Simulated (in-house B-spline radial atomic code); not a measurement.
The numbers below are computed, except where a source is named.
**Softness against transferability: the 5s channel of Tc**

Tc, [Kr] 4d5 5s2, non-relativistic PBE, spherical and spin-unpolarised, from an all-electron radial atomic-structure program (B-spline basis) (atomic units). The all-electron 5s level is ε = -0.175989 hartree, its outermost node lies just inside 1.32 bohr and its outer maximum at 2.83 bohr.

Troullier-Martins pseudo-orbitals are made for several radii. The cutoffs (hartree) are the plane-wave energies beyond which the orbital holds less than the named kinetic energy per electron. The phase error is the difference, pseudo minus all-electron, of arctan(R P'/P) at R = 3.9 bohr for all radii, half a hartree below and above the level.

```json
{"r_c (bohr)": "2.13", "V_l(0) (hartree)": "-1.89", "cutoff for 10 mEh": "4.99", "for 1 mEh": "9.68", "for 0.1 mEh": "24.5", "phase error at ε − 0.5 (mrad)": "-0.8", "at ε + 0.5 (mrad)": "-31.6"}
{"r_c (bohr)": "2.47", "V_l(0) (hartree)": "0.94", "cutoff for 10 mEh": "1.77", "for 1 mEh": "5.38", "for 0.1 mEh": "10.8", "phase error at ε − 0.5 (mrad)": "-0.5", "at ε + 0.5 (mrad)": "-10.6"}
{"r_c (bohr)": "2.83", "V_l(0) (hartree)": "1.25", "cutoff for 10 mEh": "1.77", "for 1 mEh": "5.12", "for 0.1 mEh": "7.68", "phase error at ε − 0.5 (mrad)": "-0.5", "at ε + 0.5 (mrad)": "-9.6"}
{"r_c (bohr)": "3.2", "V_l(0) (hartree)": "0.72", "cutoff for 10 mEh": "1.55", "for 1 mEh": "4.38", "for 0.1 mEh": "6.77", "phase error at ε − 0.5 (mrad)": "-0.8", "at ε + 0.5 (mrad)": "-17.8"}
{"r_c (bohr)": "3.57", "V_l(0) (hartree)": "0.30", "cutoff for 10 mEh": "1.34", "for 1 mEh": "2.51", "for 0.1 mEh": "5.64", "phase error at ε − 0.5 (mrad)": "-1.9", "at ε + 0.5 (mrad)": "-39.6"}
{"r_c (bohr)": "3.6", "V_l(0) (hartree)": "0.28", "cutoff for 10 mEh": "1.28", "for 1 mEh": "2.42", "for 0.1 mEh": "5.51", "phase error at ε − 0.5 (mrad)": "-2.0", "at ε + 0.5 (mrad)": "-42.2"}
```

(1) Which radius needs the lowest cutoff for 0.1 mEh while both phase errors stay within 31.7 mrad?

(2) What does the larger radius buy, and what does it cost?

## Answers

(1) The radii within that limit are 2.13, 2.47, 2.83, 3.2 bohr; of these r_c = 3.2 needs the least, 6.77 hartree, that is 13.5 Ry or 184 eV.

(2) From r_c = 2.13 to 3.6 bohr the cutoff for 1 mEh goes from 9.68 to 2.42 hartree, a factor of 4.00, against 2.86 for a pure 1/r_c² scaling, end to end; step by step it is 9.68, 5.38, 5.12, 4.38, 2.51, 2.42, and for 0.1 mEh 24.5, 10.8, 7.68, 6.77, 5.64, 5.51; the number of plane waves goes as the cutoff to the power 3/2, here a factor of 8.0. The larger of the two phase errors is least at r_c = 2.83 bohr, 9.6 mrad; it is 31.6 at the smallest radius and 42.2 at the largest. These errors test the reference atom alone. The smallest radius lies well inside the outer maximum, where the nodeless form must bend sharply to keep the norm, so it is both harder and scatters less well than the next. Large radii also let the cores of neighbours overlap, which an atom doesn't show.
